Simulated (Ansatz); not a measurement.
## Ansatz (development build ahead of 0.2.0) run

```yaml
crystal:
  periodic: [false, false, false]
  atoms:
    - { symbol: B, position_ang: [0.0, 0.0, 0.0] }
    - { symbol: F, position_ang: [1.4152, 0.0, 0.0] }
    - { symbol: F, position_ang: [-0.7076, 1.2256, 0.0] }
    - { symbol: F, position_ang: [-0.7076, -1.2256, 0.0] }
basis:
  gaussian: { orbitals: cc-pVTZ }
hamiltonian:
  xc: hf
correlation:
  method: mp2
  frozen_orbitals: { B: 1, F: 1 }
```

The input is written out in the form of the current development build from the run's settings.

Results

```
Converged                       : yes
Reference energy                : -323.28670 hartree
Correlation energy              : -0.85422 hartree
Total energy                    : -324.14092 hartree
Spin squared of the determinant : 0.000
```
